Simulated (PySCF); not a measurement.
**Excitation energies in several basis sets**

C₂H₈AlN.
Atom-mapped SMILES: `[CH3:1][NH:2][AlH:3][CH3:4]` (hydrogens: H5, H6, H7 on C1; H8 on N2; H9 on Al3; H10, H11, H12 on C4)

Structure used (PBE0-D3(BJ)/def2-SVP), in Å, numbered top down from 1:
```
atom  x, y, z in Å
C1     2.219   -0.071    0.264
N2     0.811   -0.086    0.580
Al3   -0.584    0.092   -0.514
C4    -2.393    0.052    0.232
H5     2.763    0.757    0.755
H6     2.733   -1.009    0.546
H7     2.361    0.055   -0.822
H8     0.649   -0.212    1.575
H9    -0.240    0.280   -2.056
H10   -3.158   -0.035   -0.556
H11   -2.616    0.970    0.801
H12   -2.535   -0.793    0.926
```

TDDFT with PBE0 (PySCF), vertical singlets, core orbitals frozen in the response, spherical d and f functions. Geometry: PBE0-D3(BJ)/def2-SVP, one conformer, isolated molecule.

```json
{"basis": "6-31G*", "functions": "76", "diffuse": "no", "S1 (eV)": "5.59", "S2 (eV)": "6.15", "S3 (eV)": "6.22", "S4 (eV)": "6.82", "S5 (eV)": "7.34", "LUMO (eV)": "-0.07", "α (au)": "52.7"}
{"basis": "6-31+G*", "functions": "92", "diffuse": "yes", "S1 (eV)": "5.40", "S2 (eV)": "5.43", "S3 (eV)": "6.04", "S4 (eV)": "6.14", "S5 (eV)": "6.56", "LUMO (eV)": "-0.36", "α (au)": "58.2"}
{"basis": "def2-SVP", "functions": "100", "diffuse": "no", "S1 (eV)": "5.68", "S2 (eV)": "6.16", "S3 (eV)": "6.28", "S4 (eV)": "6.91", "S5 (eV)": "7.36", "LUMO (eV)": "-0.08", "α (au)": "54.4"}
{"basis": "def2-SVPD", "functions": "148", "diffuse": "yes", "S1 (eV)": "5.52", "S2 (eV)": "5.68", "S3 (eV)": "6.17", "S4 (eV)": "6.42", "S5 (eV)": "7.08", "LUMO (eV)": "-0.27", "α (au)": "63.5"}
{"basis": "aug-cc-pVDZ", "functions": "168", "diffuse": "yes", "S1 (eV)": "5.32", "S2 (eV)": "5.35", "S3 (eV)": "5.85", "S4 (eV)": "6.09", "S5 (eV)": "6.22", "LUMO (eV)": "-0.44", "α (au)": "65.3"}
{"basis": "def2-TZVP", "functions": "178", "diffuse": "no", "S1 (eV)": "5.49", "S2 (eV)": "5.89", "S3 (eV)": "6.17", "S4 (eV)": "6.50", "S5 (eV)": "7.26", "LUMO (eV)": "-0.25", "α (au)": "61.0"}
{"basis": "def2-TZVPD", "functions": "226", "diffuse": "yes", "S1 (eV)": "5.43", "S2 (eV)": "5.48", "S3 (eV)": "6.11", "S4 (eV)": "6.13", "S5 (eV)": "6.66", "LUMO (eV)": "-0.33", "α (au)": "64.7"}
```

Problem. How much do these states and the polarisability depend on the basis?

Solution. States are compared by their number. Against the largest diffuse basis here (def2-TZVPD, itself not a converged limit), sets without diffuse functions differ by up to 0.25 eV in S1 and 0.70 eV in S5; the smaller diffuse sets differ by up to 0.11 and 0.44 eV. State by state, the largest deviation of a set without diffuse functions is S1 0.25, S2 0.68, S3 0.18, S4 0.78, S5 0.70 eV. The same number needn't mean the same state in each row. Against def2-TZVPD the polarisability deviates by -19% in 6-31G*, -10% in 6-31+G*, -16% in def2-SVP, -2% in def2-SVPD, +1% in aug-cc-pVDZ, -6% in def2-TZVP. A single + in a Pople set puts diffuse functions on heavy atoms only.
